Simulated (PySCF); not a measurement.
An excited-state table with gaps

Species: C5H7NO2.
Geometry (GFN2-xTB, Å), atoms numbered from 1 in this order:
```
atom  x, y, z in Å
N1     2.165    0.517    0.081
C2     1.462   -0.127   -0.864
O3     1.768   -0.184   -2.032
C4     0.183   -0.797   -0.317
C5    -1.035   -0.232   -0.985
C6    -1.810    0.338   -0.079
C7    -1.199    0.185    1.279
O8    -0.005   -0.561    1.074
H9     1.859    0.454    1.039
H10    3.041    0.953   -0.151
H11    0.287   -1.877   -0.496
H12   -1.167   -0.295   -2.047
H13   -2.745    0.842   -0.228
H14   -1.850   -0.366    1.971
H15   -0.959    1.157    1.733
```

The calculation used PySCF 2.14.0, density-fitted response routines, TDDFT PBE0/def2-SVPD, vertical, gas phase, core orbitals frozen in the response.

Orbital energies (eV): HOMO-3 -8.79, HOMO-2 -8.09, HOMO-1 -7.94, HOMO -6.86, LUMO -0.09, LUMO+1 0.55, LUMO+2 0.73.

Lowest singlets, with some entries withheld (?).

| state | λ (nm) | f | main configurations (H = HOMO, L = LUMO) |
| --- | --- | --- | --- |
| S1 | 227.2 | 0.025 | H→L (62%), H→L+2 (26%) |
| S2 | 206.7 | 0.047 | H→L+2 (52%), H→L (33%) |
| S3 | 195.9 | 0.0090 | H→L+1 (90%) |
| S4 | ? | 0.023 | H-1→L (90%) |
| S5 | ? | 0.023 | H-2→L (61%), H-2→L+2 (12%), H-3→L (10%) |
| S6 | ? | 0.0066 | H→L+3 (83%) |

**Question.** What stands in place of each question mark?

**Answer.** 
- S4: λ = 180.3 nm
- S5: λ = 178.7 nm
- S6: λ = 174.8 nm

**Question.** Where do the lowest triplets lie (Tamm–Dancoff)?

**Answer.** T1 4.28 eV, H→L (57%), H-2→L (24%), H-3→L (8%); T2 5.14 eV, H→L+2 (56%), H-2→L (14%), H→L (12%). E(S1) − E(T1) = +1.17 eV.

**Question.** What is the mean static polarisability from the same response equations?

**Answer.** 70.8 au (10.49 Å³), with principal values 55.1, 70.8 and 86.4 au.

**Question.** How far apart are S4 and S6, in eV and cm⁻¹?

**Answer.** 7.091 − 6.877 = 0.214 eV, or about 1730 cm⁻¹.

The run took 38 s wall (with the writing of density and orbital grids) on one thread of an Intel Xeon Platinum 8488C, shared host with 192 logical CPUs at a one-minute load of 45, and the process peaked at 0.90 GiB of memory.

One conformer stands for the species.
